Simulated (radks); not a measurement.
Isoelectronic series with 47 electrons, each ion in its NIST ground configuration. Method: Dirac Kohn-Sham, LDA (Slater exchange, Perdew-Wang correlation), spin-unpolarised, spherical densities, point nucleus; computed with a radial shooting solver on a logarithmic mesh with Libxc functionals. Total energies (hartree) and orbital eigenvalues (eV):

| ion | configuration | E (hartree) | 5s1/2 | 4d5/2 | 4d3/2 |
|---|---|---|---|---|---|
| Ag | [Kr] 4d10 5s1 | -5312.33799 | -4.7140 | -7.4423 | -8.0039 |
| Cd+ | [Kr] 4d10 5s1 | -5590.63661 | -13.4504 | -20.4622 | -21.1731 |
| In2+ | [Kr] 4d10 5s1 | -5877.09468 | -24.1181 | -36.4009 | -37.2813 |
| Sn3+ | [Kr] 4d10 5s1 | -6171.72175 | -36.4467 | -54.8361 | -55.9072 |
| Sb4+ | [Kr] 4d10 5s1 | -6474.54042 | -50.2984 | -75.5430 | -76.8275 |
| Te5+ | [Kr] 4d10 5s1 | -6785.58134 | -65.5908 | -98.3836 | -99.9055 |
| I6+ | [Kr] 4d10 5s1 | -7104.88091 | -82.2706 | -123.2660 | -125.0511 |
| Xe7+ | [Kr] 4d10 5s1 | -7432.48003 | -100.3010 | -150.1255 | -152.2010 |
| Cs8+ | [Kr] 4d10 5s1 | -7768.4233 | -119.6564 | -178.9144 | -181.3093 |
| Ba9+ | [Kr] 4d10 5s1 | -8112.7588 | -140.3181 | -209.5967 | -212.3417 |
| La10+ | [Kr] 4d10 5s1 | -8465.5373 | -162.2728 | -242.1440 | -245.2717 |
| Ce11+ | [Kr] 4d10 5s1 | -8826.8128 | -185.5109 | -276.5341 | -280.0789 |
| Pr12+ | [Kr] 4d10 5s1 | -9196.6420 | -210.0260 | -312.7488 | -316.7471 |
| Nd13+ | [Kr] 4d10 5s1 | -9575.0841 | -235.8135 | -350.7732 | -355.2633 |
